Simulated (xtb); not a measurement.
BeCl, SMILES [Be+][Cl], charge +1. All values are semi-empirical tight-binding results from xtb (GFN2-xTB unless named), good for trends rather than for accurate numbers. The structure is a stationary point at GFN2-xTB. The multiplicity is an assumed one; other spin states were not compared.

For metal compounds this method's bond lengths and energies can be far off.

Problem. Estimate the properties. (The exact figures need the calculation; the answer reports its results.)

Solution. 
The point group as xtb finds it is C∞v and the orbital gap is 3.57 eV.
